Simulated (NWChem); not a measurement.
System: C$_{3}$H$_{6}$O; SMILES C1COC1

```xyz
10

C      0.0000     0.0000     1.0710
C      0.0000     1.0253    -0.0699
O      0.0000     0.0000    -1.0589
C      0.0000    -1.0253    -0.0699
H      0.8945     0.0000     1.7087
H     -0.8945     0.0000     1.7087
H     -0.8952     1.6702    -0.1336
H      0.8952     1.6702    -0.1336
H      0.8952    -1.6702    -0.1336
H     -0.8952    -1.6702    -0.1336
```
Atoms are numbered in this order, from 1.

Program: NWChem. Pople sets run with spherical d functions. All runs use the structure optimised with PBE0/def2-SVP. B3LYP is NWChem's, with the RPA form of VWN correlation.

Order these by “highest occupied level (eV)”, lowest first: B3LYP/def2-SVPD; B3LYP/6-31G*; B3LYP/STO-3G.

B3LYP/def2-SVPD (-6.98), B3LYP/6-31G* (-6.58), B3LYP/STO-3G (-3.61)
